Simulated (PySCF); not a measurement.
## Electron correlation in P²⁺ (phosphorus, charge +2)

[Ne] 3s2 3p1, 2P determinant. Computed with PySCF 2.14 in aug-cc-pVQZ-DK, with the spin-free X2C one-electron Hamiltonian (Gaussian nucleus). Frozen: [Ne]; 3 electrons correlated.

```csv
level,correlation energy (mhartree)
CCSD,-66.25
(T),-1.13
CCSD(T),-67.38
```

Diagnostics: T1 = 0.012, D1 = 0.0267, largest double amplitude 0.107.

Question: Is a single reference adequate?

Answer: Mostly. T1 lies below 0.03, but a double amplitude of this size points to a near-degeneracy that CCSD handles and MP2 describes poorly.
